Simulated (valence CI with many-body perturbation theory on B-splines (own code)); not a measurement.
# Ladder of approximations for Xe XLII

Calculated by configuration interaction combined with many-body perturbation theory (CI+MBPT): three valence electrons over a frozen Dirac-Fock core [Ne], a basis of 11 s, 11 p, 9 d, 7 f, 5 g, 2 h, 1 i functions for each j, with the one-electron correlation potential Σ1, the two-electron term Σ2, the three-electron term Σ3, Breit, model QED; selected CI, second order for the rest (own B-spline code, finite nucleus).

No measured spectrum was set against this ion. As an estimate, large intervals hold to a few tenths of a per cent, small ones and those within an open d or f shell to about a per cent.

Each rung adds one term. CI alone is the Dirac-Coulomb CI over the frozen core; QED comes last and gives the full result, which names the levels. Energies are above (3s^2 3p1/2) J=1/2 on the same rung, in eV.

Levels are named by their leading jj configuration (3d3/2^4 stands for four electrons in 3d with j = 3/2), which in mixed levels can hold well under half, so a name can repeat and another be missing. Letters in brackets count levels of one name in rising energy.

```tsv
Level	CI alone	Σ1	Σ2	Σ3	Breit	QED	Full
(3s^2 3p3/2) J=3/2	83.51	+0.083	+0.047	+0.001	-1.206	+0.132	82.57
(3s 3p1/2^2) J=1/2	101.76	-0.222	+0.030	+0.013	+1.242	-1.439	101.39
(3s 3p1/2 3p3/2) J=3/2 [a]	167.62	-0.142	+0.234	+0.026	+0.079	-1.294	166.52
(3s 3p1/2 3p3/2) J=5/2	179.16	-0.137	+0.136	+0.020	-0.232	-1.264	177.68
(3s 3p1/2 3p3/2) J=3/2 [b]	194.66	-0.135	-0.037	+0.015	-0.263	-1.139	193.10
(3s 3p1/2 3p3/2) J=1/2	203.04	-0.143	-0.438	0.000	+0.131	-1.324	201.26
(3s^2 3d3/2) J=3/2	240.10	-0.118	-0.535	-0.033	-1.465	-0.264	237.68
(3s^2 3d5/2) J=5/2	245.84	-0.046	+0.052	+0.008	-1.954	-0.472	243.43
(3s 3p3/2^2) J=5/2	270.81	-0.054	-0.337	-0.027	-1.639	-0.736	268.01
(3s 3p3/2^2) J=1/2	286.77	-0.057	-0.185	-0.006	-1.021	-1.169	284.33
(3s 3p3/2^2) J=3/2	292.15	-0.060	-0.483	-0.006	-1.184	-1.159	289.26
(3p1/2^2 3p3/2) J=3/2	298.56	-0.353	-0.177	+0.035	+0.925	-2.485	296.50
(3s 3p1/2 3d3/2) J=3/2 [a]	312.68	-0.339	-0.001	+0.003	-0.338	-1.578	310.43
(3s 3p1/2 3d3/2) J=5/2	320.49	-0.332	-0.024	+0.008	-0.656	-1.502	317.98
(3s 3p1/2 3d3/2) J=1/2	338.08	-0.334	-0.422	-0.015	-0.401	-1.483	335.43
(3s 3p1/2 3d3/2) J=3/2 [b]	339.35	-0.322	-0.390	-0.026	-0.550	-1.499	336.57
(3s 3p1/2 3d5/2) J=5/2 [a]	341.15	-0.264	-0.140	-0.012	-1.106	-1.465	338.16
(3s 3p1/2 3d5/2) J=7/2	347.61	-0.259	-0.147	-0.005	-1.452	-1.428	344.32
(3s 3p1/2 3d5/2) J=5/2 [b]	354.66	-0.265	-0.199	-0.023	-1.120	-1.561	351.50
(3s 3p1/2 3d5/2) J=3/2	355.29	-0.280	-0.276	+0.001	-0.572	-1.875	352.29
(3p1/2 3p3/2^2) J=5/2	382.30	-0.271	-0.195	+0.009	-0.641	-2.148	379.06
(3p1/2 3p3/2^2) J=3/2	388.48	-0.284	-0.616	-0.028	-0.184	-2.284	385.08
(3p1/2 3p3/2^2) J=1/2	391.61	-0.270	-0.222	+0.026	-0.128	-2.417	388.60
(3s 3p3/2 3d3/2) J=3/2 [a]	406.96	-0.254	-0.203	-0.016	-1.612	-1.358	403.52
(3s 3p3/2 3d3/2) J=5/2 [a]	407.51	-0.251	-0.271	-0.008	-1.693	-1.435	403.85
(3s 3p3/2 3d3/2) J=1/2 [a]	407.58	-0.252	-0.160	-0.025	-1.494	-1.351	404.30
(3s 3p3/2 3d3/2) J=7/2	409.78	-0.235	-0.177	-0.012	-2.087	-1.335	405.93
(3s 3p3/2 3d5/2) J=9/2	411.90	-0.177	+0.141	+0.004	-2.590	-1.290	407.99
(3s 3p3/2 3d5/2) J=3/2 [a]	424.23	-0.210	-0.327	-0.025	-1.994	-1.341	420.33
(3s 3p3/2 3d5/2) J=5/2 [a]	428.48	-0.184	-0.275	-0.020	-2.298	-1.361	424.34
(3s 3p3/2 3d3/2) J=3/2 [b]	435.83	-0.226	-0.357	-0.009	-1.648	-1.618	431.97
```

The middle columns are the shifts that each term adds.

Task: How does the ionisation energy move along the ladder, and which term matters most?

Result: CI alone 3071.8, + Σ1 3072.8, + Σ2 3072.6, + Σ3 3072.6, + Breit 3069.5, + QED 3069.5 eV. The largest step is Breit, -3.1 eV. NIST lists 3068 ± 4 eV (theoretical).
